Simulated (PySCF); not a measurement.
## Pt⁴⁷⁺ (platinum, charge +47) across methods

[Ar] 3d10 4s2 4p1, 2P determinant. All numbers are calculated (PySCF 2.14, no relativity, point nucleus, in an even-tempered Gaussian basis (17 s from 5.4 bohr⁻², ratio 2.5; 11 p from 7 bohr⁻², ratio 2.5; 8 d from 12 bohr⁻², ratio 2.5; 4 f from 35 bohr⁻², ratio 2.7; 4 g from 52 bohr⁻², ratio 2.7)).

```json
{"method": "PBE0", "E (hartree)": "-15778.71", "mean ε 4s α (eV)": "-2501.8", "mean ε 4s β (eV)": "-2494.6", "mean ε 4p α (eV)": "-2414.6", "Σ⟨r²⟩ (bohr²)": "1.270", "⟨S²⟩": "0.751"}
{"method": "PBE", "E (hartree)": "-15778.43", "mean ε 4s α (eV)": "-2494.8", "mean ε 4s β (eV)": "-2489.5", "mean ε 4p α (eV)": "-2407.9", "Σ⟨r²⟩ (bohr²)": "1.270", "⟨S²⟩": "0.750"}
{"method": "UHF", "E (hartree)": "-15777.79656", "mean ε 4s α (eV)": "-2521.8", "mean ε 4s β (eV)": "-2508.2", "mean ε 4p α (eV)": "-2433.7", "Σ⟨r²⟩ (bohr²)": "1.271", "⟨S²⟩": "0.752"}
{"method": "revPBE", "E (hartree)": "-15778.87", "mean ε 4s α (eV)": "-2494.4", "mean ε 4s β (eV)": "-2488.7", "mean ε 4p α (eV)": "-2407.8", "Σ⟨r²⟩ (bohr²)": "1.270", "⟨S²⟩": "0.751"}
{"method": "BLYP", "E (hartree)": "-15779.53", "mean ε 4s α (eV)": "-2495.2", "mean ε 4s β (eV)": "-2489.7", "mean ε 4p α (eV)": "-2408.4", "Σ⟨r²⟩ (bohr²)": "1.270", "⟨S²⟩": "0.750"}
{"method": "r2SCAN", "E (hartree)": "-15779.09", "mean ε 4s α (eV)": "-2495.8", "mean ε 4s β (eV)": "-2488.3", "mean ε 4p α (eV)": "-2409.3", "Σ⟨r²⟩ (bohr²)": "1.271", "⟨S²⟩": "0.751"}
```

(1) Estimate the same row for LDA.

A non-relativistic calculation at this Z misses sizeable relativistic shifts. Spin-orbit coupling, absent here, splits the open shell strongly.

Answers

(1) E (hartree) = -15769.53; mean ε 4s α (eV) = -2495.0; mean ε 4s β (eV) = -2490.1; mean ε 4p α (eV) = -2408.0; Σ⟨r²⟩ (bohr²) = 1.271; ⟨S²⟩ = 0.750.
